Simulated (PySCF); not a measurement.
Calcium: a sound run and one with changed settings

Sound run: Ca [Ar] 4s2, Ca⁺ [Ar] 4s1. Computed with PySCF 2.14 in cc-pVTZ-X2C, with scalar relativity by spin-free X2C-1e. In the sound run the correlated levels freeze [Ar]. The sound run starts from symmetry-adapted Hartree-Fock orbitals and uses a fine grid where one is needed.

Changed run: no relativity, point nucleus. This setting is unsound on purpose.

```tsv
species	method	sound run (hartree)	changed run (hartree)	converged
Ca	UHF	-679.63672	-675.99167	yes
Ca	M06-L	-680.42372	-676.77899	yes
Ca	BP86	-680.53518	-676.89115	yes
Ca	MP2	-679.65668	-676.01166	yes
Ca	CCSD(T)	-679.66536	-676.02044	yes
Ca⁺	UHF	-679.44778	-675.80348	yes
Ca⁺	M06-L	-680.19904	-676.55491	no
Ca⁺	BP86	-680.30708	-676.66387	yes
```

Ionisation energy of Ca:

```csv
method,sound run (eV),changed run (eV)
UHF,5.141,5.121
BP86,6.207,6.185
MP2,5.684,5.665
SCS-MP2,5.793,5.774
CCSD,5.920,5.904
CCSD(T),5.920,5.904
CCSDT,5.920,5.904
FCI,5.920,5.904
```

Most of the change in total energy is the relativistic energy itself. On top of that the contraction fixes the core shape for the Hamiltonian it was made with, so the changed run is not a good calculation with the other Hamiltonian either.

For comparison, NIST gives 6.113 eV between the lowest levels.
